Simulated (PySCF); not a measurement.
C4H7O, doublet, at a GFN2-xTB geometry. Base run: DF-PBE0/pcseg-1 (PySCF).

Input for PySCF:
```python
from pyscf import gto, scf, dft

mol = gto.M(
    atom='''
C     0.39615140   -1.17435019   -0.08488802
C     1.24097810   -0.03210821    0.32662047
C     0.19419249    1.08466725    0.46820673
O    -0.88767801    0.72850739   -0.37076340
C    -0.95889722   -0.68402581   -0.41439081
H     0.71474834   -2.19101429   -0.17726762
H     1.78917659   -0.20931134    1.25589251
H     1.98423700    0.21871540   -0.44345930
H     0.54855254    2.06541774    0.14884975
H    -0.14825554    1.15023996    1.51220609
H    -1.30758986   -0.97637199   -1.41435287
H    -1.71399345   -1.05083300    0.31094843
''',
    basis='pcseg-1',
    spin=1,
    verbose=4,
)

mf = dft.UKS(mol)
mf.xc = 'pbe0'
mf = mf.density_fit(auxbasis='def2-universal-jkfit')
mf.kernel()
```

Variants of this job, named by their change:

```tsv
change	ΔE vs base (µEh)	grid points	electrons on the grid
base	0.0	139216	39.00000
grids.atom_grid = (75, 302)	0.0	174424	39.00000
grids.prune = dft.gen_grid.sg1_prune	23.7	61872	38.99988
grids.atom_grid = (99, 590)	1.5	388992	39.00000
grids.level = 7	1.5	783888	39.00000
grids.radi_method = mura_knowles	-0.1	132736	39.00000
grids.prune = dft.gen_grid.treutler_prune	0.3	119704	39.00001
grids.level = 2	-1.2	93648	39.00001
grids.atom_grid = (150, 974)	1.6	972120	39.00000
grids.radi_method = gauss_chebyshev	0.1	135792	39.00000
small_rho_cutoff = 0	0.0	139216	39.00000
```

Open shells are given as the SCF converged; they aren't shown to be the lowest states, and a large step between rows can be another state.
